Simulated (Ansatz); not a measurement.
Reaction (formal hydrolysis of a W–F bond): `[F][W]([F])([F])([F])=[S]` + H₂O → `[OH][W]([F])([F])([F])=[S]` + H–F

Calculated with Ansatz (gas phase, PBE0-D4/def2-TZVP geometries, no zero-point term in ΔE). CCSD(T)/CBS adds triple-zeta CCSD(T) − MP2 to the extrapolated MP2 energy (def2 sets, frozen cores). This one scheme is used for every species. DFT in def2-TZVPP. B3LYP here is the variant with VWN-RPA as its local correlation; programs differ in this. def2 core potentials past Kr. For W outer-core shells are correlated without core-valence functions, which leaves a few kJ/mol of doubt a bond. Each species was taken in one conformer, which may not be the lowest.

| level | ΔE (kJ/mol) | difference from CCSD(T)/CBS |
| --- | --- | --- |
| r2SCAN-D4 | 32.4 | 7.8 |
| PBE0-D4 | 27.1 | 2.5 |
| r2SCANh-D4 | 30.6 | 6.0 |
| PBE-QIDH | 24.8 | 0.2 |
| BLYP | 36.7 | 12.1 |
| PBE0 | 29.0 | 4.4 |
| B3LYP | 33.0 | 8.4 |
| CCSD/def2-TZVPP | 24.7 | 0.1 |
| MP2/def2-QZVPP | 22.7 | -1.9 |
| CCSD/CBS(def2) | 25.0 | 0.4 |
| CCSD(T)/CBS | 24.6 | 0 |

Largest T1 diagnostic among the species: 0.021, so the coupled-cluster value is less sure than usual.

From BLYP to BHLYP (50 % exact exchange), in def2-TZVPP and without D4, ΔE moves by −6.8 kJ/mol. Leaving LDA and LC-ωPBE aside and taking each functional with its dispersion term where it has one, the values, not all of them listed here, spread over 11.4 kJ/mol, from PBE-QIDH to B97M-V. LDA lies −6.9 kJ/mol from PBE without D4. In def2-TZVPP, CCSD(T) changes the Hartree–Fock value by −4.8 kJ/mol (the triples alone add −0.3 kJ/mol) and MP2 by −7.3 kJ/mol.
